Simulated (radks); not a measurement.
Effect of the nuclear size on neutral dysprosium, [Xe] 4f10 6s2. Method: Dirac Kohn-Sham, relativistic LDA (MacDonald-Vosko exchange, VWN5 correlation), spin-unpolarised, spherical densities, finite nucleus; open shells fill j = l - 1/2 first; Fermi nuclear charge, rms radius 5.2218 fm; computed with a radial shooting solver on a logarithmic mesh with Libxc functionals. The rms radius is varied about that value; shifts are against it.

rms radius (fm)	total energy shift (eV)	density at nucleus (e/bohr^3)	1s1/2 shift (meV)	2s1/2 shift (meV)	5s1/2 shift (meV)	5p1/2 shift (meV)	6s1/2 shift (meV)	4f7/2 shift (meV)	6p1/2 (empty) shift (meV)
4.2558	-8.76	7.721e+05	-3580	-469	-3.54	0.416	-0.146	0.681	0.132
4.9659	-2.45	7.404e+05	-1000	-131	-0.990	0.116	-0.041	0.190	0.037
5.2218	0	7.304e+05	0.000	0.000	0.000	0.000	0.000	0.000	0.000
5.5456	3.22	7.185e+05	1320	173	1.30	-0.153	0.054	-0.251	-0.049
5.9633	7.59	7.045e+05	3100	407	3.07	-0.360	0.127	-0.591	-0.115

Slopes of the eigenvalues against <r^2> in GHz/fm^2, as finite differences over the two radii next to the reference (eigenvalue slopes, not the field-shift constants of lines): 1s1/2 91900, 2s1/2 12100, 5s1/2 91.0, 5p1/2 -10.7, 6s1/2 3.75, 4f7/2 -17.5, 6p1/2 (empty) -3.40.
